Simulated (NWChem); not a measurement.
System: hydronium (H3O cation); SMILES [OH3+]

```xyz
4

O      0.0000     0.0000     0.0788
H      0.6693     0.6693    -0.2074
H      0.2450    -0.9143    -0.2074
H     -0.9143     0.2450    -0.2074
```
Atoms are numbered in this order, from 1.

Geometry: optimised at B3LYP/6-31G* (spherical d).

### Question
List the 4 lowest vertical singlet excitations from LDA (Slater exchange, VWN5)/def2-SVPD, TDA (NWChem).

### Answer
```tsv
state	energy (eV)	oscillator strength	leading excitation (squared amplitude)
S1	11.08	0.043	HOMO → LUMO (0.99)
S2	13.32	0.015	HOMO → LUMO+1 (0.99)
S3	13.32	0.015	HOMO → LUMO+2 (0.99)
S4	15.93	0.000	HOMO → LUMO+3 (0.93)
```
